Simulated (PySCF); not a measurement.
Spin-rotation constants: `O=C1CO[C@@H]([SiH2]F)[C@H]1F`, C$_{4}$H$_{6}$F$_{2}$O$_{2}$Si

Geometry (Å), atoms numbered from 1 in this order:
```xyz
15

O    -1.4145    2.6673    0.1496
C    -1.0085    1.5450    0.2027
C    -1.6644    0.3523    0.8605
O    -0.8541   -0.7681    0.6100
C     0.4765   -0.3250    0.3270
Si    1.2976   -1.7044   -0.7142
F     2.8374   -1.2451   -0.8512
C     0.3253    1.0213   -0.3617
F     0.1944    0.8806   -1.7313
H    -2.6657    0.1705    0.4616
H    -1.7487    0.5503    1.9407
H     1.0026   -0.1498    1.2791
H     1.3147   -2.9348    0.0565
H     0.7471   -1.7647   -2.0519
H     1.1559    1.7127   -0.1993
```

Method used: GIAO CAM-B3LYP/pcSseg-1 magnetisability, rotational g tensor and spin-rotation constants, non-relativistic, gas phase (PySCF 2.14.0). Geometry: GFN2-xTB.

(1) Give the nuclear spin-rotation constants along the inertial axes (H = +C I·J) beside the isotropic shieldings.

Answers

(1) Rotational constants 2.8247, 0.8896, 0.7518 GHz. A star marks the isotopologue with that one atom substituted, in its own axes.
| atom | isotope | Caa (kHz) | Cbb (kHz) | Ccc (kHz) | mean (kHz) | σ (ppm) |
| --- | --- | --- | --- | --- | --- | --- |
| F7 | 19F | 0.857 | 0.473 | 0.330 | 0.553 | 398.0 |
| F9 | 19F | 0.735 | 0.530 | 0.383 | 0.549 | 392.4 |
| H10 | 1H | -0.249 | -0.068 | 0.006 | -0.104 | 27.3 |
| H11 | 1H | -0.280 | -0.037 | -0.018 | -0.111 | 27.8 |
| H12 | 1H | -0.238 | -0.107 | 0.033 | -0.104 | 27.7 |
| H13 | 1H | -0.153 | 0.013 | -0.071 | -0.070 | 26.7 |
| H14 | 1H | -0.247 | -0.069 | 0.026 | -0.097 | 26.6 |
| H15 | 1H | -0.274 | -0.025 | -0.018 | -0.105 | 26.9 |
| O1 | 17O* | -3.017 | -0.648 | -0.020 | -1.228 | -346.8 |
| C2 | 13C* | 1.519 | 0.459 | 0.223 | 0.734 | -35.5 |
| C3 | 13C* | 0.574 | 0.218 | 0.179 | 0.324 | 109.9 |
| O4 | 17O* | -0.131 | -0.019 | -0.080 | -0.077 | 325.4 |
| C5 | 13C* | 0.705 | 0.186 | 0.193 | 0.361 | 104.9 |
| Si6 | 29Si* | -1.823 | -0.541 | -0.479 | -0.948 | 350.2 |
| C8 | 13C* | 0.789 | 0.232 | 0.179 | 0.400 | 90.4 |

For the geometry as given, no vibrational averaging.
